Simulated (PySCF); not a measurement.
Isomers of C10H12, one GFN2-xTB conformer each. Single-point energies are computed at PBE0/pcSseg-1 (PySCF, gas phase, no added dispersion term), electronic only.

```tsv
SMILES	GFN2-xTB relative energy (kJ/mol)
C#CC1=CCC[C@@H](C=C)C1	308.5
CC(C)c1ccc2c(c1)C2	271.5
C=Cc1cccc(CC)c1	123.4
c1ccc2c(c1)CCCC2	0.0
```

Conformers: `[CH:1]#[C:2][C:3]1=[CH:4][CH2:5][CH2:6][C@@H:7]([CH:8]=[CH2:9])[CH2:10]1` with C6–C7–C8–C9 -120°, C3–C4–C5–C6 -16°, C4–C5–C6–C7 47°, C5–C6–C7–C8 174°, C6–C7–C10–C3 48°; `[CH3:1][CH:2]([CH3:3])[c:4]1[cH:5][cH:6][c:7]2[c:8]([cH:9]1)[CH2:10]2` with C1–C2–C4–C5 -62°; `[CH2:1]=[CH:2][c:3]1[cH:4][cH:5][cH:6][c:7]([CH2:8][CH3:9])[cH:10]1` with C1–C2–C3–C4 179°, C6–C7–C8–C9 -91°; `[cH:1]1[cH:2][cH:3][c:4]2[c:5]([cH:6]1)[CH2:7][CH2:8][CH2:9][CH2:10]2` with C4–C5–C7–C8 -18°, C5–C7–C8–C9 49°, C7–C8–C9–C10 -66°, C8–C9–C10–C4 49°.

**Question.** What does PBE0/pcSseg-1 give for the same structures?

**Answer.** 
```
                SMILES  PBE0/pcSseg-1 E (Eh)  PBE0/pcSseg-1 (kJ/mol)  GFN2-xTB (kJ/mol)  point group
      c1ccc2c(c1)CCCC2            -387.78640                     0.0                0.0           C2
       C=Cc1cccc(CC)c1            -387.75194                    90.5              123.4           C1
    CC(C)c1ccc2c(c1)C2            -387.67659                   288.3              271.5           Cs
C#CC1=CCC[C@@H](C=C)C1            -387.66317                   323.5              308.5           C1
```

Both levels put the same isomer lowest; measured from each level's own lowest isomer, the values differ by up to 32.9 kJ/mol (C=Cc1cccc(CC)c1: 123.4 against 90.5). As drawn, the lowest has an aromatic ring, which the highest lacks; the highest has a C≡C bond and a C=C bond outside aromatic rings, which the lowest lacks.

**Question.** Which frontier levels, dipoles and rotational constants go with these structures?

**Answer.** 
```csv
SMILES,"HOMO (eV, PBE0/pcSseg-1)",LUMO (eV),dipole (D),"A, B, C (MHz)"
c1ccc2c(c1)CCCC2,-6.79,-0.10,0.70,"2813, 1146, 843.6"
C=Cc1cccc(CC)c1,-6.53,-1.02,0.52,"2091, 962.1, 697.2"
CC(C)c1ccc2c(c1)C2,-6.59,-0.25,0.38,"3183, 847.7, 785.0"
C#CC1=CCC[C@@H](C=C)C1,-6.68,-0.50,0.94,"2332, 851.1, 655.5"
```
